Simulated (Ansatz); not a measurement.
Input for Ansatz (a first-principles code): R-r2SCAN/def2-TZVPPD on H4OSi (SMILES O[SiH3]) with ghost functions, monomers drawn apart or pushed together. Files ending in .json are basis or fitting sets from the Basis Set Exchange.

Ansatz 0.2 input:
```yaml
crystal:
  periodic: [false, false, false]
  atoms:
    - {symbol: O, position_ang: [0.41321934, -0.38113820, 2.93130189]}
    - {symbol: Si, position_ang: [-0.78994395, 0.64194549, 3.47881006]}
    - {symbol: H, position_ang: [0.96600147, -0.83825653, 3.57095615]}
    - {symbol: H, position_ang: [-1.76082964, -0.10615480, 4.30809172]}
    - {symbol: H, position_ang: [-1.42641821, 1.16614244, 2.25914424]}
    - {symbol: H, position_ang: [-0.20380005, 1.73414136, 4.28722093]}
basis:
  gaussian:
    orbitals: def2-TZVPPD.json
    ghost_atoms:
      - {symbol: F, position_ang: [1.01145503, -1.02785651, 0.18953647]}
      - {symbol: H, position_ang: [0.84095398, -0.83434389, 1.09638411]}
hamiltonian:
  xc: {name: r2SCAN}
scf: {lower_state_search: off}
```

It printed:

```
Functional definition: r2SCAN
[...]
these checks for a lower state are left out or cut short: stability, starts, cluster_reference, orbital_swaps, neighbouring_geometries, increment
integrals: 0.11 GiB planned
969 factors; their error is unknown
mean field: 0.84 GiB planned
mean field evaluation 1: about -9985.0942 eV, gradient 5.6e1 eV
mean field evaluation 2: about -9965.1812 eV, gradient 1.1e2 eV
mean field evaluation 4: about -9990.1612 eV, gradient 2.4e0 eV
mean field evaluation 8: about -9990.1749 eV, gradient 2.7e-2 eV
mean field evaluation 16: about -9990.1586 eV, gradient 7.6e-6 eV
mean field -9990.15857979 eV, -367.1315562347 hartree, gradient 7.9e-6 eV, S^2 0.000000; 0 other end points of the search recorded, 0 dependent functions left out
reference -9990.15859443 eV, -367.1315567725 hartree; 13, 13 occupied and 200, 200 virtual orbitals, 969 factors
Total energy: -9990.15859443 eV, -367.1315567725 hartree
Checks for a lower state left out: stability, starts, cluster_reference, orbital_swaps, neighbouring_geometries, increment
```

Self-consistency was reached.

Cost: very roughly 4 core-seconds.
